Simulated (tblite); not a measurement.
Compound: C₆H₁₃NOSi₂.
Cartesian coordinates in Å at the GFN2-xTB level; atoms count from 1:
```xyz
23
C6H13NOSi2 angstrom
C      3.6582   -0.7339    0.1780
C      2.4667    0.1940    0.2113
O      2.5379    1.3626    0.5644
N      1.2979   -0.3554   -0.1863
C      0.1888    0.4760   -0.1694
C     -1.1068    0.3326   -0.4848
C     -1.8855   -0.8324   -0.9655
Si    -2.6526   -1.7908    0.4999
C     -1.6706    1.7021   -0.1786
Si     0.1249    2.2759    0.3419
H      4.5183   -0.2295    0.6080
H      3.4499   -1.6414    0.7412
H      3.8851   -1.0065   -0.8514
H      1.2420   -1.3231   -0.4714
H     -2.6837   -0.4892   -1.6265
H     -1.2475   -1.5060   -1.5433
H     -3.4030   -2.9337   -0.0278
H     -1.5691   -2.2749    1.3602
H     -3.5431   -0.9163    1.2590
H     -2.4305    1.6766    0.6026
H     -2.1229    2.1770   -1.0496
H      0.7003    3.2652   -0.5591
H      0.2406    2.5979    1.7574
```

Calculated harmonic vibrations of the isolated species, GFN2-xTB (tblite), most abundant isotopes, no scaling. This tight-binding method is rough: wavenumbers can miss measured ones by several per cent, in bad cases by 10 to 20. Modes of hydrogen on silicon can be 10 to 20 % off. One conformer, not necessarily the lowest.

Harmonic wavenumbers (cm⁻¹): 26.7, 60.4, 74.1, 85.1, 98.4, 108.9, 121.5, 173.2, 233.0, 317.5, 335.9, 418.7, 440.4, 472.9, 492.8, 504.6, 514.3, 533.0, 553.1, 593.8, 621.5, 636.5, 657.1, 721.9, 733.3, 744.8, 761.9, 777.9, 784.5, 790.5, 803.6, 922.8, 990.1, 1000.2, 1004.3, 1055.2, 1085.6, 1147.9, 1186.1, 1192.8, 1220.6, 1275.0, 1372.1, 1382.9, 1456.5, 1461.5, 1468.4, 1476.7, 1668.0, 1694.8, 2246.9, 2250.7, 2290.9, 2305.1, 2311.4, 2945.9, 2959.4, 2967.2, 2982.2, 3018.0, 3025.2, 3068.8, 3395.4.

A = 1428, B = 602.3, C = 457.7 MHz; mass 171.054 u (most abundant isotopes); point group C1, symmetry number 1.

Task: What is the zero-point energy?

Result: Half the sum of the wavenumbers: 37010 cm⁻¹ = 442.74 kJ/mol.

Task: Give the ideal-gas entropy at 200 K and 1 bar in the rigid-rotor, harmonic-oscillator model (classical rotation).

Result: Translation 164.69, rotation 125.06, vibration 126.41: S = 416.2 J/(mol K).

Task: And Cp and H(200 K) − H(0)?

Result: Cp = 158.74 J/(mol K), of which vibrations give 125.49 (their classical limit is 63 R = 523.8); H(200 K) − H(0) = 19.69 kJ/mol without the zero-point energy, 13.04 from vibrations.

Task: What must be added to the electronic energy to get the Gibbs energy at 200 K and 1 bar?

Result: ZPE + [H(200 K) − H(0)] − T·S = 442.74 + 19.69 − 83.23 = 379.20 kJ/mol.

Task: Which modes carry the vibrational entropy at 200 K?

Result: 26.7 cm⁻¹: 22.04; 60.4 cm⁻¹: 15.31; 74.1 cm⁻¹: 13.64; 85.1 cm⁻¹: 12.52; 98.4 cm⁻¹: 11.36; 108.9 cm⁻¹: 10.55 J/(mol K); the other 57 give 40.98 together.

Hindered rotation and anharmonicity are outside this model. Other conformers, if any are populated, would add a mixing term that is left out. The structure is chiral; the term R ln 2 for an equal mix with its mirror image is left out.

Time: 5.3 s wall, 4.5 s CPU. Hardware: one thread, Intel Xeon at 2.50 GHz (x86_64), shared host with 64 logical CPUs at a one-minute load of 63. This covers the Hessian and the dipole derivatives.
